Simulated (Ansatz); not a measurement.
`S=C=[N][GeH3]`. Charge 0, multiplicity 1.

```xyz
7

S    -0.676    3.309   -0.184
C    -0.505    1.756    0.003
N    -0.410    0.585    0.167
Ge    0.277   -1.106    0.027
H     1.770   -1.016    0.358
H    -0.487   -1.958    1.041
H     0.031   -1.569   -1.412
```

Problem. List the harmonic frequencies (cm⁻¹, unscaled) at PBE0-D4/def2-TZVP in Ansatz. (Best estimate.)

Solution. The calculation gave: 3i, 43, 392, 490, 506, 629, 643, 849, 868, 873, 1015, 2151, 2188, 2192, 2204.
